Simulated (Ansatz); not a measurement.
Two members of one family (Series BCl2X), computed with Ansatz in the gas phase. The two geometries come from different levels. Binding counts from free atoms in the multiplicity of their measured ground term, without zero-point energy. A dash marks a value that wasn't run or was left out as unsound. The structures are stationary points that may keep the symmetry of their start. Remarks come from the PBE and PBE0 runs and from stability tests at other levels; not every state was tested. HOMO above LUMO (over both spins in singlets and doublets, within one spin in higher multiplets; at PBE or PBE0), or a gap under 0.15 eV within one spin, warns that the state may not be the lowest or that an electron is smeared out.

First: BCl2(NH2) (singlet, charge 0, PBE-D4/def2-TZVP geometry).

Cartesian coordinates in Å:
```
B 0.036 0.551 -0.180
Cl 0.111 1.872 0.996
Cl 0.075 0.920 -1.913
N -0.052 -0.771 0.253
H -0.095 -1.552 -0.392
H -0.075 -1.019 1.235
```

```csv
level,HOMO (eV),LUMO (eV),gap (eV),vertical IE (eV),vertical triplet (eV),binding per atom (eV)
PBE-D4/def2-SVP,-6.86,-0.37,6.49,–,–,3.98
PBE-D4/def2-TZVP,-7.15,-0.88,6.27,10.38,5.97,3.93
r2SCAN-D4/def2-TZVP,-7.48,-0.55,6.92,10.54,6.05,3.84
PBE0-D4/def2-SVP,-8.35,0.58,8.93,–,–,3.89
ωB97M-V/def2-TZVP,-10.86,2.08,12.94,–,–,3.85
```

Remarks: gap within one spin near zero at PBE or PBE0 (+1 doublet), gap within one spin near zero at PBE or PBE0 (triplet).

Second: BCl2(CCH) (singlet, charge 0, B3LYP-D4/def2-SVP geometry).

```xyz
6

B    -0.8191   -0.3680    0.5377
Cl   -1.8125   -1.6538   -0.1303
Cl   -1.2142    0.2970    2.1149
C     0.3666    0.1630   -0.2387
C     1.3193    0.5912   -0.8657
H     2.1599    0.9706   -1.4178
```

Q: Estimate the same table for the second.

A: 
| level | HOMO (eV) | LUMO (eV) | gap (eV) | vertical IE (eV) | vertical triplet (eV) | binding per atom (eV) |
| --- | --- | --- | --- | --- | --- | --- |
| PBE-D4/def2-SVP | -7.13 | -3.01 | 4.12 | – | – | 4.71 |
| PBE-D4/def2-TZVP | -7.30 | -3.24 | 4.05 | 10.27 | 3.98 | 4.64 |
| r2SCAN-D4/def2-TZVP | -7.58 | -3.05 | 4.53 | 10.43 | 3.97 | 4.50 |
| PBE0-D4/def2-SVP | -8.50 | -2.21 | 6.29 | – | – | 4.58 |
| ωB97M-V/def2-TZVP | -10.83 | -0.32 | 10.51 | 10.95 | – | 4.47 |
